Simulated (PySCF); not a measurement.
Polarisability and C₆ of Si⁺ (silicon, charge +1)

[Ne] 3s1 3p2, high-spin 4P determinant (an excited configuration). Computed with PySCF 2.14 in dyall-acv3z, with the spin-free X2C one-electron Hamiltonian (Gaussian nucleus). Coupled (time-dependent) response in atomic units; α is the mean over directions.

| method | mean α (bohr³) | α xx, yy, zz | C₆ (like pair) | S(−4) |
| --- | --- | --- | --- | --- |
| UHF | 17.64 | 18.18, 17.38, 17.38 | 89.46 | 127.0 |
| PBE | 18.17 | 18.02, 18.25, 18.25 | 92.50 | 139.8 |
| PBE0 | 17.88 | 17.96, 17.84, 17.84 | 90.66 | 133.6 |

S(−4) is the Cauchy moment in α(ω) = α(0) + S(−4) ω² + …

α(iu) at PBE:

```
u (hartree)  α(iu) (bohr³)
          0          18.17
     0.0500          17.83
      0.100          16.88
      0.200          13.95
      0.300          10.88
      0.500          6.500
      0.750          3.736
       1.00          2.401
       1.50          1.257
       2.00         0.7991
       3.00         0.4353
       5.00         0.2106
```

A single London oscillator, α(iu) = α/(1 + u²/ω²), gives C₆ = (3/4) ω α². Matching the computed C₆ needs ω = 4 × 92.50 / (3 × 18.17²) = 0.374 hartree.

For an ion, C₆ is the dispersion term alone; charge-induced terms of lower order in 1/R come first.

The components differ because the open shell of this determinant is not spherical; for a pure term their mean is the scalar polarisability.
